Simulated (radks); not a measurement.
Results of a calculation; reference values are marked as such.
Task: Os, 76 electrons, occupied as [Xe] 4f14 5d5 6s2 6p1 (not the ground configuration). Code: a radial shooting solver on a logarithmic mesh with Libxc functionals. Model: scalar-relativistic Kohn-Sham, PBE, spin-polarised, spherical densities, finite nucleus; open shells are filled with parallel spins first (spin-orbit coupling, left out, can overturn this in heavy ions); Fermi nuclear charge, rms radius 5.4126 fm. Some entries of the table are withheld. Estimate them.

orbital,occ.,eigenvalue (eV),r(max) (bohr)
1s up,1,-73849.99,0.01103
1s down,1,-73849.99,0.01103
2s up,1,-12866.07,0.06340
2s down,1,-12865.78,0.06340
2p up,3,-11206.75,0.05219
2p down,3,-11206.51,0.05219
3s up,1,-2997.276,0.1788
3s down,1,-2997.178,0.1788
3p up,3,-2509.817,0.1774
3p down,3,-2509.705,0.1774
3d up,5,-1964.461,0.1444
3d down,5,-1964.258,0.1445
4s up,1,-635.8109,0.4048
4s down,1,-635.5332,0.4049
4p up,3,-475.8625,0.4251
4p down,3,-475.6040,0.4251
4d up,5,-277.0685,0.4346
4d down,5,-276.7641,0.4346
5s up,1,-96.5845,0.9154
5s down,1,-94.1878,0.9106
4f up,7,-56.2855,0.4057
5p up,3,(1),1.033
4f down,7,-55.7483,0.4056
5p down,3,(2),1.025
5d up,5,-10.8006,1.340
6s up,1,-8.7985,(3)
5d down,0,-7.3480,1.331
6s down,1,-6.5968,(4)
6p up,1,-2.7941,3.177
6p down,0,-1.5224,3.452

Result: 
(1) 5p up eigenvalue (eV): -56.0386
(2) 5p down eigenvalue (eV): -52.9884
(3) 6s up r(max) (bohr): 2.365
(4) 6s down r(max) (bohr): 2.450
